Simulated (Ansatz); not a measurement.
Total energies of the cluster Pt₂Au from Ansatz at PBE-D4/def2-TZVP, gas phase (1 Eh = 27.2114 eV = 2625.5 kJ/mol). The reference geometry is relaxed at PBE0-D4/def2-TZVP.

```csv
atom,x (Å),y (Å),z (Å)
Pt1,0.378,0.132,-1.402
Pt2,-0.197,1.229,0.759
Au3,-0.181,-1.361,0.642
```

```tsv
state	geometry	energy (Eh)
charge 0 doublet	reference	-374.56386
charge 1 triplet	reference	-374.28423
charge 0 quartet	relaxed at PBE0-D4/def2-TZVP	-374.54617
free Pt atom (triplet)	–	-119.30159
free Au atom (doublet)	–	-135.74600
```

In the def2 sets Au, Pt take a core potential; there is no spin–orbit coupling.

(1) Work out the vertical ionisation energy to the triplet.

(2) Which of the charge 0 states is lowest, and how far above it are the others?

(3) What is the binding energy per atom against free atoms?

(1) E(charge 1 triplet) − E(charge 0 doublet) = -374.28423 − (-374.56386) = 0.27963 Eh = 7.61 eV. For comparison, −ε of the highest occupied level of the spin that leaves is 4.69 eV at this level, 2.92 eV less.

(2) The doublet. quartet: -374.54617 − (-374.56386) = 0.01769 Eh = 46.4 kJ/mol.

(3) Atoms: 2 × (-119.30159) + 1 × (-135.74600) = -374.34918 Eh. Binding: -374.34918 − (-374.56386) = 0.21468 Eh = 5.84 eV, or 1.95 eV for each of 3 atoms (no zero-point energy, no counterpoise term).

The structure comes from a short search, and lower isomers may exist.
